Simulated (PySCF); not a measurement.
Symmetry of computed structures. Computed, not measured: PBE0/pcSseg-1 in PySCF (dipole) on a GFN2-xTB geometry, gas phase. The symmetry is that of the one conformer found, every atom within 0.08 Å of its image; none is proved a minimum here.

(1) `[CH3:1][N:2]([CH3:3])[P:4]1[CH2:5][CH2:6][C:7](=[O:8])[CH2:9][CH2:10]1` with C1–N2–P4–C5 -69°, N2–P4–C5–C6 -157°, P4–C5–C6–C7 64°, C5–C6–C7–O8 119°, C6–C7–C9–C10 61°, H–C1–N2–C3 56° (nearest H), H–C3–N2–C1 -56° (nearest H): symmetry, top, dipole?

(2) What symmetry has `[F:1][P:2]([F:3])[P:4]([F:5])[F:6]` with F1–P2–P4–F5 180°?

(3) `[CH3:1][N:2]=[P:3]1([CH3:4])[CH2:5][CH2:6][C:7](=[O:8])[CH2:9][CH2:10]1` with N2–P3–C5–C6 -65°, P3–C5–C6–C7 -62°, C5–C6–C7–O8 -116°, C6–C7–C9–C10 -67°: symmetry, top, dipole?

Results:

(1) Cs; asymmetric top; symmetry number 1; 2 operations, which sort the 24 atoms into 14 sets; dipole 3.00 D, in the ac plane, which is the mirror; A, B, C = 2415, 705.7, 612.7 MHz; heavy atoms equivalent by symmetry: C1/C3, C5/C10, C6/C9.

(2) C2h; asymmetric top; symmetry number 2; 4 operations, which sort the 6 atoms into 2 sets; dipole forbidden by symmetry (computed 0.00 D); heavy atoms equivalent by symmetry: F1/F3/F5/F6, P2/P4.

(3) C1; near-prolate asymmetric top; symmetry number 1; this conformer is chiral (no improper operation); dipole 3.32 D.
